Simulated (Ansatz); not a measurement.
Reaction (formal exchange of groups at the Se–C bond): `COC(F)[SeH]` + `C1C[SiH2]1` → `[SeH]C1C[SiH2]1` + `COCF`

Calculated with Ansatz (gas phase, PBE0-D4/def2-TZVP geometries, no zero-point term in ΔE). CBS: MP2 limit from def2 TZ/QZ plus the TZ coupled-cluster correction, frozen cores. Functionals use def2-TZVPP. B3LYP here is the variant with VWN-RPA as its local correlation; programs differ in this. For Se outer-core shells are correlated without core-valence functions, which leaves a few kJ/mol of doubt a bond. Scalar relativity is left out up to krypton. Each species was taken in one conformer, which may not be the lowest.

```json
{"level": "PBE-D4", "ΔE (kJ/mol)": "-6.9", "difference from CCSD(T)/CBS": "7.1"}
{"level": "r2SCAN-D4", "ΔE (kJ/mol)": "-5.4", "difference from CCSD(T)/CBS": "8.6"}
{"level": "PBE0-D4", "ΔE (kJ/mol)": "-10.6", "difference from CCSD(T)/CBS": "3.4"}
{"level": "B3LYP-D4", "ΔE (kJ/mol)": "-10.2", "difference from CCSD(T)/CBS": "3.8"}
{"level": "ωB97X-V", "ΔE (kJ/mol)": "-9.9", "difference from CCSD(T)/CBS": "4.1"}
{"level": "ωB97M-V", "ΔE (kJ/mol)": "-8.9", "difference from CCSD(T)/CBS": "5.1"}
{"level": "B2PLYP", "ΔE (kJ/mol)": "-11.1", "difference from CCSD(T)/CBS": "2.9"}
{"level": "PBE", "ΔE (kJ/mol)": "-5.3", "difference from CCSD(T)/CBS": "8.7"}
{"level": "r2SCAN", "ΔE (kJ/mol)": "-5.2", "difference from CCSD(T)/CBS": "8.8"}
{"level": "PBE0", "ΔE (kJ/mol)": "-9.1", "difference from CCSD(T)/CBS": "4.9"}
{"level": "B3LYP", "ΔE (kJ/mol)": "-7.3", "difference from CCSD(T)/CBS": "6.7"}
{"level": "HF/def2-TZVPP", "ΔE (kJ/mol)": "-16.4", "difference from CCSD(T)/CBS": "-2.4"}
{"level": "MP2/def2-TZVPP", "ΔE (kJ/mol)": "-17.6", "difference from CCSD(T)/CBS": "-3.6"}
{"level": "SCS-MP2/def2-TZVPP", "ΔE (kJ/mol)": "-17.2", "difference from CCSD(T)/CBS": "-3.2"}
{"level": "CCSD/def2-TZVPP", "ΔE (kJ/mol)": "-14.2", "difference from CCSD(T)/CBS": "-0.2"}
{"level": "CCSD(T)/def2-TZVPP", "ΔE (kJ/mol)": "-13.5", "difference from CCSD(T)/CBS": "0.5"}
{"level": "HF/def2-QZVPP", "ΔE (kJ/mol)": "-16.8", "difference from CCSD(T)/CBS": "-2.8"}
{"level": "MP2/def2-QZVPP", "ΔE (kJ/mol)": "-18.0", "difference from CCSD(T)/CBS": "-4.0"}
{"level": "SCS-MP2/def2-QZVPP", "ΔE (kJ/mol)": "-17.7", "difference from CCSD(T)/CBS": "-3.7"}
{"level": "HF/CBS(def2)", "ΔE (kJ/mol)": "-16.8", "difference from CCSD(T)/CBS": "-2.8"}
{"level": "MP2/CBS(def2)", "ΔE (kJ/mol)": "-18.0", "difference from CCSD(T)/CBS": "-4.0"}
{"level": "CCSD/CBS(def2)", "ΔE (kJ/mol)": "-14.6", "difference from CCSD(T)/CBS": "-0.6"}
{"level": "CCSD(T)/CBS", "ΔE (kJ/mol)": "-14.0", "difference from CCSD(T)/CBS": "0"}
```

Largest T1 diagnostic among the species: 0.011.

From PBE to PBE0 (25 % exact exchange), in def2-TZVPP and without D4, ΔE moves by −3.9 kJ/mol.
